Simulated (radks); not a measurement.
Results of a calculation; reference values are marked as such.
Species: Eu IV. Configuration: [Kr] 4d10 4f6 5s1.75 5p6 6p0.25 (fractional occupations, a model configuration).

Code: a radial shooting solver on a logarithmic mesh with Libxc functionals. Model: scalar-relativistic Kohn-Sham, PBE, spin-polarised, spherical densities, point nucleus; open shells are filled with parallel spins first (spin-orbit coupling, left out, can overturn this in heavy ions).

Energy parts (hartree):
| part | energy |
|---|---|
| total | -10842.2872 |
| kinetic | 11616.9020 |
| electron-nucleus | -26356.9128 |
| Hartree | 4138.9458 |
| exchange-correlation | -241.2222 |

Orbitals (lengths in bohr, moments of r in powers of bohr; r(max) is where P^2 peaks):
| orbital | occ. | eigenvalue (hartree) | r(max) |
|---|---|---|---|
| 1s up | 1 | -1778.820 | 0.01420 |
| 1s down | 1 | -1778.819 | 0.01420 |
| 2s up | 1 | -293.1212 | 0.08055 |
| 2s down | 1 | -293.1192 | 0.08055 |
| 2p up | 3 | -261.2726 | 0.06513 |
| 2p down | 3 | -261.2710 | 0.06513 |
| 3s up | 1 | -65.50875 | 0.2289 |
| 3s down | 1 | -65.42829 | 0.2288 |
| 3p up | 3 | -55.59905 | 0.2245 |
| 3p down | 3 | -55.51895 | 0.2244 |
| 3d up | 5 | -42.34826 | 0.1839 |
| 3d down | 5 | -42.28664 | 0.1838 |
| 4s up | 1 | -14.06859 | 0.5272 |
| 4s down | 1 | -13.87511 | 0.5270 |
| 4p up | 3 | -10.80491 | 0.5502 |
| 4p down | 3 | -10.61215 | 0.5499 |
| 4d up | 5 | -6.25804 | 0.5726 |
| 4d down | 5 | -6.06610 | 0.5722 |
| 5s up | 1 | -2.78567 | 1.213 |
| 5s down | 0.75 | -2.67464 | 1.226 |
| 5p up | 3 | -1.96311 | 1.363 |
| 5p down | 3 | -1.87821 | 1.384 |
| 4f up | 6 | -1.35238 | 0.5847 |
| 4f down | 0 | -1.17770 | 0.5868 |
| 5d up | 0 | -0.96427 | 1.785 |
| 5d down | 0 | -0.91881 | 1.830 |
| 6s up | 0 | -0.85961 | 2.890 |
| 6s down | 0 | -0.82536 | 2.920 |
| 6p up | 0.25 | -0.66632 | 3.407 |

The highest occupied level is 6p up at -18.131 eV. The configuration is held as typed, so some empty levels lie below it. Spin moment in Bohr magnetons: 6.5.
